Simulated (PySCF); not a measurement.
A species of formula C6H5FS has this rotational fingerprint, computed with PBE0-D3(BJ)/def2-SVP geometry optimisation, gas phase (PySCF 2.14.0):

| Quantity | Value |
| --- | --- |
| Rotational constants | A = 2894, B = 1552, C = 1010 MHz |
| Dipole components | \|μa\| = 1.13 D, \|μb\| = 0.06 D, \|μc\| = 0.00 D |
| Inertial defect | 0.00 u·Å² |
| κ | -0.43 |

Problem. Which candidate fits, each taken in the one conformer that was computed?
A. `[F:1][c:2]1[cH:3][cH:4][cH:5][cH:6][c:7]1[SH:8]` with C6–C7–S8–H 180° (2-fluorothiophenol)
B. `[F:1][c:2]1[cH:3][cH:4][c:5]([SH:6])[cH:7][cH:8]1` with C4–C5–S6–H 0° (4-fluorothiophenol)

Solution. A. It is Fc1ccccc1S, an asymmetric top, point group Cs. The candidates at the same level (rigid rotor, commonest isotopes):

```csv
SMILES,A (MHz),B (MHz),C (MHz),μa (D),μb (D),μc (D),Δ (u·Å²),point group,rotor
Fc1ccccc1S,2894,1552,1010,1.13,0.06,0.00,0.00,Cs,asymmetric top
Fc1ccc(S)cc1,5587,959.7,819.0,0.73,0.90,0.00,0.00,Cs,near-prolate asymmetric top
```

`Fc1ccc(S)cc1` has A 93 % too high. In the right answer the mirror of this Cs structure is the ab plane, so μc vanishes by symmetry (the 0.01 D computed is a residue). No structure here is proved a minimum.
